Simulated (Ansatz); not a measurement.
The cluster Ti₂Te₃, relaxed as a singlet with RKS PBE-D4/def2-SVP in Ansatz, starting from the GFN2-xTB geometry. Force threshold 0.02 eV/Å.

In the def2 sets Te takes a core potential; there is no spin–orbit coupling. The restricted singlet is unstable towards broken spin symmetry at other levels; at PBE-D4/def2-SVP this wasn't settled. The relaxation made no stability test and no search for a lower SCF solution. The structure comes from a short search, and lower isomers may exist.

Start:

```xyz
5

Ti   -1.072    0.669    0.570
Ti    1.072   -0.669   -0.570
Te   -0.539   -1.910    1.229
Te   -0.926    0.322   -2.120
Te    1.464    1.588    0.890
```

**Question.** Estimate the energy that the relaxation releases and the steps that it takes.

**Answer.** 0.64 eV, in 5 steps; 12 s on 4 threads of Arm Neoverse V2 on a shared host. No frequencies were taken in this run, so the end may be a saddle point.

**Question.** Does the start keep its bonding and symmetry?

**Answer.** By distances, no bond broke or formed. The bond that changes most is Ti2–Te5, from 2.72 to 2.65 Å (atoms count from 1). Point group D3h at the start, D3h at the end, both within 0.05 Å.

**Question.** Predict the relaxed structure.

**Answer.** 
```xyz
5

Ti   -0.9226    0.5758    0.4903
Ti    0.9227   -0.5758   -0.4903
Te   -0.5446   -1.9322    1.2443
Te   -0.9356    0.3264   -2.1440
Te    1.4802    1.6058    0.8997
```
Bond lengths (bridged metal pairs left out): 6 × Te–Ti 2.65 Å.
